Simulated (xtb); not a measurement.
C$_{5}$H$_{14}$O$_{2}$Si, charge +1, doublet, from a rough starting geometry (a state made from the parent by changing its charge; the spin is typed, not shown lowest); GFN2-xTB (xtb).

Here is a job for xtb.
```
$ xtb mol.xyz --gfn 2 --chrg 1 --uhf 1 --opt vtight --json

# file mol.xyz
22

Si     0.14454977    -1.24797076     0.50510102
C     -0.55143286    -2.57576926    -0.69768477
O     -0.98446090    -0.16057530     1.04373551
C     -1.78137789     0.67400712     0.30639226
C     -2.62470333     1.55829832     1.33597798
O      1.40356608    -0.70155024    -0.39870941
C      2.19982011     0.44435540    -0.11289605
C      2.74712902     1.00910842    -1.32762083
H      0.52795992    -1.75707607     1.78969243
H     -1.06334438    -2.12360280    -1.52899832
H     -1.41101532    -3.12931737    -0.15234987
H      0.14890679    -3.32987633    -1.03176677
H     -1.26435656     1.26362760    -0.37294688
H     -2.52695606     0.08694427    -0.23755332
H     -3.09514800     0.95399319     2.03108665
H     -3.21284126     2.23628930     0.76873766
H     -1.84034424     2.17699629     1.85119155
H      1.56727931     1.19713455     0.48088020
H      2.98050775     0.05648080     0.57289470
H      1.99237930     1.40809536    -2.01530955
H      3.43521466     1.74831467    -1.16180215
H      3.23593329     0.12621704    -1.87983845
```

What the program printed (banner, timings and long lists left out):

```
   ID    Z sym.   atoms
    1   14 Si     1
    2    6 C      2, 4, 5, 7, 8
    3    8 O      3, 6
    4    1 H      9-22

           -------------------------------------------------
          |                Calculation Setup                |
           -------------------------------------------------

           -------------------------------------------------
          |                 G F N 2 - x T B                 |
           -------------------------------------------------

          ...................................................
          :                      SETUP                      :
          :.................................................:
          :  # basis functions                  52          :
          :  # atomic orbitals                  51          :
          :  # shells                           31          :
          :  # electrons                        49          :
          :  max. iterations                   250          :
          :  Hamiltonian                  GFN2-xTB          :
          :  restarted?                      false          :
          :  GBSA solvation                  false          :
          :  PC potential                    false          :
          :  electronic temp.          300.0000000     K    :
          :  accuracy                    1.0000000          :
          :  -> integral cutoff          0.2500000E+02      :
          :  -> integral neglect         0.1000000E-07      :
          :  -> SCF convergence          0.1000000E-05 Eh   :
          :  -> wf. convergence          0.1000000E-03 e    :
          :  Broyden damping             0.4000000          :
          :  net charge                          1          :
          :  unpaired electrons                  1          :
          ...................................................

 iter      E             dE          RMSdq      gap      omega  full diag
   1    -27.4695455 -0.274695E+02  0.540E+00    7.94       0.0  T
   2    -27.5183805 -0.488350E-01  0.350E+00    6.08       1.0  T
   3    -27.4951010  0.232796E-01  0.264E+00    6.99       1.0  T
   4    -27.5426958 -0.475949E-01  0.164E+00    6.62       1.0  T
   5    -27.5808777 -0.381819E-01  0.936E-01    6.86       1.0  T
   6    -27.5975699 -0.166922E-01  0.541E-01    6.83       1.0  T
   7    -27.5551006  0.424693E-01  0.113E+00    6.81       1.0  T
   8    -27.5951459 -0.400452E-01  0.470E-01    6.87       1.0  T
   9    -27.6021804 -0.703453E-02  0.189E-01    6.90       1.0  T
  10    -27.6024037 -0.223263E-03  0.162E-01    6.90       1.0  T
  11    -27.6029380 -0.534358E-03  0.108E-01    6.90       1.0  T
  12    -27.6033315 -0.393530E-03  0.482E-02    6.90       1.0  T
  13    -27.6034176 -0.860224E-04  0.208E-02    6.90       1.0  T
  14    -27.6034362 -0.186430E-04  0.794E-03    6.90       2.7  T
  15    -27.6034361  0.115509E-06  0.464E-03    6.90       4.6  T
  16    -27.6034367 -0.584023E-06  0.201E-03    6.90      10.6  T
  17    -27.6034368 -0.125111E-06  0.773E-04    6.90      27.6  T
  18    -27.6034368  0.304371E-07  0.105E-03    6.90      20.3  T
  19    -27.6034368 -0.375935E-07  0.472E-04    6.90      45.2  T

   *** convergence criteria satisfied after 19 iterations ***

         :::::::::::::::::::::::::::::::::::::::::::::::::::::
         ::                     SUMMARY                     ::
         :::::::::::::::::::::::::::::::::::::::::::::::::::::
         :: total energy             -27.283466223925 Eh    ::
         :: gradient norm              0.177064376569 Eh/a0 ::
         :: HOMO-LUMO gap              6.901702161080 eV    ::
         ::.................................................::
         :: SCC energy               -27.603338112202 Eh    ::
         :: -> isotropic ES            0.115106419831 Eh    ::
         :: -> anisotropic ES         -0.002023966494 Eh    ::
         :: -> anisotropic XC          0.009820231740 Eh    ::
         :: -> dispersion             -0.011890681007 Eh    ::
         :: repulsion energy           0.319871888277 Eh    ::
         :: add. restraining           0.000000000000 Eh    ::
         :: total charge               1.000000000006 e     ::
         :::::::::::::::::::::::::::::::::::::::::::::::::::::

      -----------------------------------------------------------
     |                   =====================                   |
     |                        A N C O P T                        |
     |                   =====================                   |
     |               Approximate Normal Coordinate               |
     |                Rational Function Optimizer                |
      -----------------------------------------------------------
      -----------------------------------------------------------
     |                   =====================                   |
     |                        A N C O P T                        |
     |                   =====================                   |
     |               Approximate Normal Coordinate               |
     |                Rational Function Optimizer                |
      -----------------------------------------------------------

          ...................................................
          :                      SETUP                      :
          :.................................................:
          :   optimization level         verytight          :
          :   max. optcycles                   440          :
          :   ANC micro-cycles                  20          :
          :   degrees of freedom                60          :
          :.................................................:
          :   RF solver                   davidson          :
          :   write xtbopt.log                true          :
          :   linear?                        false          :
          :   energy convergence         0.1000000E-06 Eh   :
          :   grad. convergence          0.2000000E-03 Eh/α :
[...]
 * total energy  :   -27.3250545 Eh     change       -0.8492487E-06 Eh
 * total energy  :   -27.3250541 Eh     change        0.4614213E-06 Eh
 * total energy  :   -27.3250540 Eh     change        0.8810369E-07 Eh
 * total energy  :   -27.3250547 Eh     change       -0.7513400E-06 Eh
 * total energy  :   -27.3250551 Eh     change       -0.3576138E-06 Eh
 * total energy  :   -27.3250552 Eh     change       -0.1332503E-06 Eh
 * total energy  :   -27.3250557 Eh     change       -0.4672642E-06 Eh
 * total energy  :   -27.3250560 Eh     change       -0.3115085E-06 Eh
 * total energy  :   -27.3250562 Eh     change       -0.1604604E-06 Eh
 * total energy  :   -27.3250563 Eh     change       -0.1619561E-06 Eh
 * total energy  :   -27.3250565 Eh     change       -0.1396250E-06 Eh
 * total energy  :   -27.3250566 Eh     change       -0.8738141E-07 Eh
   *** GEOMETRY OPTIMIZATION CONVERGED AFTER 129 ITERATIONS ***
         :: total energy             -27.325056551927 Eh    ::
[...]
        16        2.0000           -0.6363925             -17.3171
        17        2.0000           -0.6292010             -17.1214
        18        2.0000           -0.6229449             -16.9512
        19        2.0000           -0.6082727             -16.5519
        20        2.0000           -0.6024460             -16.3934
        21        2.0000           -0.5976371             -16.2625
        22        2.0000           -0.5943450             -16.1730
        23        2.0000           -0.5863120             -15.9544
        24        1.9998           -0.5757284             -15.6664
        25        1.0002           -0.5592564             -15.2181 (HOMO)
        26                         -0.3183878              -8.6638 (LUMO)
        27                         -0.3073914              -8.3645
        28                         -0.2664065              -7.2493
        29                         -0.1698233              -4.6211
        30                         -0.1289604              -3.5092
        31                         -0.1209253              -3.2905
        32                         -0.0273150              -0.7433
        33                         -0.0217048              -0.5906
        34                         -0.0110178              -0.2998
        35                          0.0014957               0.0407
        36                          0.0125109               0.3404
       ...                                ...                  ...
        51                          0.7491280              20.3848
      -------------------------------------------------------------
                  HL-Gap            0.2408686 Eh            6.5544 eV
             Fermi-level           -0.5031572 Eh          -13.6916 eV

     #   Z          covCN         q      C6AA      α(0)
     1  14 Si       3.361     0.589   108.573    20.731
     2   6 C        3.640    -0.164    24.110     7.062
     3   8 O        1.621    -0.272    18.545     5.813
     4   6 C        3.693     0.067    19.625     6.338
     5   6 C        3.751    -0.138    23.222     6.872
     6   8 O        1.622    -0.277    18.624     5.825
     7   6 C        3.691     0.077    19.475     6.315
     8   6 C        3.751    -0.132    23.093     6.853
     9   1 H        0.920     0.058     2.223     2.332
    10   1 H        0.925     0.104     1.748     2.067
    11   1 H        0.925     0.090     1.881     2.145
    12   1 H        0.925     0.100     1.787     2.090
    13   1 H        0.924     0.103     1.754     2.071
    14   1 H        0.924     0.101     1.778     2.085
    15   1 H        0.925     0.068     2.107     2.270
    16   1 H        0.925     0.090     1.875     2.141
    17   1 H        0.925     0.074     2.047     2.237
    18   1 H        0.924     0.085     1.924     2.169
    19   1 H        0.923     0.112     1.681     2.028
    20   1 H        0.925     0.087     1.906     2.159
    21   1 H        0.925     0.087     1.910     2.161
    22   1 H        0.925     0.091     1.874     2.141

 Mol. C6AA /au·bohr⁶  :       3741.224542
 Mol. C8AA /au·bohr⁸  :      99899.059188
 Mol. α(0) /au        :         95.906475

Wiberg/Mayer (AO) data.
largest (>0.10) Wiberg bond orders for each atom

 ---------------------------------------------------------------------------
     #   Z sym  total        # sym  WBO       # sym  WBO       # sym  WBO
 ---------------------------------------------------------------------------
     1  14 Si   4.147 --     3 O    1.297     6 O    1.237     9 H    0.772
                             2 C    0.665
     2   6 C    3.882 --    11 H    0.980    12 H    0.978    10 H    0.967
                             1 Si   0.665
     3   8 O    2.469 --     1 Si   1.297     4 C    0.953
     4   6 C    3.908 --     5 C    1.026     3 O    0.953    14 H    0.930
                            13 H    0.927
     5   6 C    3.982 --     4 C    1.026    16 H    0.975    15 H    0.972
                            17 H    0.969
     6   8 O    2.456 --     1 Si   1.237     7 C    0.966
     7   6 C    3.911 --     8 C    1.018     6 O    0.966    18 H    0.940
                            19 H    0.900
     8   6 C    3.976 --     7 C    1.018    21 H    0.976    22 H    0.966
                            20 H    0.957
     9   1 H    0.984 --     1 Si   0.772
    10   1 H    0.989 --     2 C    0.967
    11   1 H    0.991 --     2 C    0.980
    12   1 H    0.990 --     2 C    0.978
    13   1 H    0.986 --     4 C    0.927
    14   1 H    0.985 --     4 C    0.930
    15   1 H    0.993 --     5 C    0.972
    16   1 H    0.991 --     5 C    0.975
    17   1 H    0.992 --     5 C    0.969
    18   1 H    0.991 --     7 C    0.940
    19   1 H    0.981 --     7 C    0.900
    20   1 H    0.989 --     8 C    0.957
    21   1 H    0.992 --     8 C    0.976
    22   1 H    0.990 --     8 C    0.966
 ---------------------------------------------------------------------------

Topologies differ in total number of bonds
Writing topology from bond orders to xtbtopo.mol

molecular dipole:
                 x           y           z       tot (Debye)
 q only:       -0.095      -0.110       0.190
   full:       -0.218      -0.100       0.107       0.668
molecular quadrupole (traceless):
                xx          xy          yy          xz          yz          zz
 q only:       14.683      -0.559      -5.622      -8.429       1.038      -9.061
  q+dip:       11.769      -0.183      -4.745      -5.952       1.231      -7.024
   full:       12.902       0.372      -4.693      -7.006       1.726      -8.210

optimized geometry written to: xtbopt.xyz

           -------------------------------------------------
          | TOTAL ENERGY              -27.325056551927 Eh   |
          | GRADIENT NORM               0.000088719637 Eh/α |
          | HOMO-LUMO GAP               6.554367754197 eV   |
           -------------------------------------------------
```
